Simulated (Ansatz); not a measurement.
Total energies of C2H7BO (`BCOC`).

```json
{"atom": "B1", "x (Å)": "0.735", "y (Å)": "1.699", "z (Å)": "-0.779"}
{"atom": "C2", "x (Å)": "0.281", "y (Å)": "0.523", "z (Å)": "0.116"}
{"atom": "O3", "x (Å)": "-0.352", "y (Å)": "-0.528", "z (Å)": "-0.562"}
{"atom": "C4", "x (Å)": "-0.742", "y (Å)": "-1.565", "z (Å)": "0.293"}
{"atom": "H5", "x (Å)": "0.556", "y (Å)": "1.706", "z (Å)": "-1.960"}
{"atom": "H6", "x (Å)": "1.281", "y (Å)": "2.622", "z (Å)": "-0.248"}
{"atom": "H7", "x (Å)": "1.168", "y (Å)": "0.162", "z (Å)": "0.676"}
{"atom": "H8", "x (Å)": "-0.372", "y (Å)": "0.937", "z (Å)": "0.912"}
{"atom": "H9", "x (Å)": "0.121", "y (Å)": "-2.007", "z (Å)": "0.812"}
{"atom": "H10", "x (Å)": "-1.221", "y (Å)": "-2.334", "z (Å)": "-0.314"}
{"atom": "H11", "x (Å)": "-1.455", "y (Å)": "-1.215", "z (Å)": "1.053"}
```

The species carries charge 0 and has multiplicity 1. The geometry is a stationary point of PBE0-D4/def2-TZVP. It is one conformer, not always the lowest. Basis def2-TZVPP, Ansatz.

RPA on PBE orbitals: Hartree–Fock energy of these orbitals -179.34377 Eh, correlation -1.16130 Eh (frozen core).

```tsv
functional	energy without D4 (Eh)	D4 term (kJ/mol)
PBE	-180.27534	-14.5
revPBE	-180.45958	-53.0
r2SCAN	-180.40869	-3.7
B97M-V	-180.50647	–
PBE0	-180.29902	-12.1
B3LYP	-180.53433	-23.1
r2SCANh	-180.40128	-3.8
r2SCAN0	-180.39103	-4.2
HSE06 (plane-wave form)	-180.28843	-11.1
BHLYP	-180.41977	-15.5
CAM-B3LYP	-180.43170	-11.9
LC-ωPBE	-180.40562	–
B2PLYP	-180.36384	–
PBE-QIDH	-180.27344	–
```

Q: Give the same for LDA (SPW92), BLYP, ωB97X-V, ωB97M-V. (Estimate.)

A: The calculation gave: 
| functional | energy without D4 (Eh) | D4 term (kJ/mol) |
| --- | --- | --- |
| LDA (SPW92) | -178.91593 | – |
| BLYP | -180.44335 | -32.9 |
| ωB97X-V | -180.46584 | – |
| ωB97M-V | -180.42809 | – |

B3LYP takes the VWN-RPA correlation (the form of Gaussian; ORCA's B3LYP/G). HSE06 is the plane-wave form, built on full-range PBE exchange. The double hybrids freeze the cores in their second-order part.

LC-ωPBE has ω = 0.4 bohr⁻¹.
